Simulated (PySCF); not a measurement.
# Calculated properties of `COC[Si](C)([SiH3])[SiH3]`

Species: C3H14OSi3.
Bonds: C1–O2, O2–C3, C3–Si4, Si4–C5, Si4–Si6, Si4–Si7. Hydrogens: H8, H9, H10 on C1; H11, H12 on C3; H13, H14, H15 on C5; H16, H17, H18 on Si6; H19, H20, H21 on Si7.

Some functional groups and rings: ether, Si–H bond and C–Si bond.

From GFN2-xTB geometry:

```yaml
Rotational_constants_A_B_C_of_the_GFN2-xTB_geometry: 1.261, 1.012, 0.790 GHz
```

**PBE0/pcSseg-1 ground state and GIAO shieldings, non-relativistic (PySCF)**

```yaml
Dipole_moment: 2.04 D
HOMO_energy: -7.58 eV
LUMO_energy: -0.37 eV
HOMO–LUMO_gap: 7.21 eV
Lowest_Hirshfeld_atomic_charge: -0.21 e on C5
Highest_Hirshfeld_atomic_charge: +0.23 e on Si4
13C_chemical_shifts_computed_TMS_as_zero_by_class: 70.6 (C3), 65.6 (C1), -4.6 (C5) ppm
1H_chemical_shifts_computed_TMS_as_zero_by_class: 3.53 (H8/H9/H10), 3.46 (H16/H17/H18/H19/H20/H21), 3.35 (H11/H12), 0.18 (H13/H14/H15) ppm
Isotropic_shieldings_of_nuclei_other_than_C_and_H_by_class: 321 (O2), 395 (Si4), 459 (Si6/Si7) ppm
Mayer_bond_orders_between_heavy_atoms: C1–O2 0.93, O2–C3 0.89, C3–Si4 0.88, Si4–C5 0.94, Si4–Si6 0.91, Si4–Si7 0.90
```

Monoisotopic mass (most abundant isotopes): 150.0352 u.

In atomic units the dipole is 0.80 e·bohr (1 au = 2.5417 D). With B = h/(8π²I), that is 505.379 GHz u Å² over I, the principal moments of inertia are 400.9, 499.3 and 639.4 u Å² (most abundant isotopes). The rotational constants make it an asymmetric top with κ = (2B − A − C)/(A − C) = -0.06, midway between the prolate (−1) and oblate (+1) limits.

Geometry: GFN2-xTB, one conformer, isolated molecule. NMR classes are plain means over equivalent atoms (diastereotopic ones count apart unless rotation or inversion swaps them), as if these changed places fast; in this geometry the members of some classes differ.

For the NMR shielding job (PBE0/pcSseg-1), time: 37 s; peak memory 1.0 GiB. Hardware: Arm Neoverse V1, one thread, on a shared host.

The values belong to the conformer `[CH3:1][O:2][CH2:3][Si:4]([CH3:5])([SiH3:6])[SiH3:7]`: C1–O2–C3–Si4 -179°, O2–C3–Si4–C5 180°.
